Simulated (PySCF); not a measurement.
SiHI, SMILES [SiH]I (connectivity only; charge and spin as stated), neutral, multiplicity 1.

The structure is a stationary point at PBE0-D3(BJ)/def2-TZVP. The def2 effective core potentials stand for the cores of I; spin–orbit coupling is left out.

The numbers are results of PySCF with PBE0/def2-TZVPD, not measurements.

Symmetry labels are those of the subgroup Cs that the program uses (full group Cs).

Computed valence orbital energies around the gap with their symmetry:
| orbital | symmetry | energy (eV) |
|---|---|---|
| HOMO−7 | A" | -52.69 |
| HOMO−6 | A' | -52.67 |
| HOMO−5 | A' | -19.66 |
| HOMO−4 | A' | -13.91 |
| HOMO−3 | A' | -9.61 |
| HOMO−2 | A" | -8.27 |
| HOMO−1 | A' | -8.23 |
| HOMO | A' | -6.84 |
| LUMO | A" | -3.20 |
| LUMO+1 | A' | -0.84 |
| LUMO+2 | A' | 0.26 |
| LUMO+3 | A' | 0.75 |
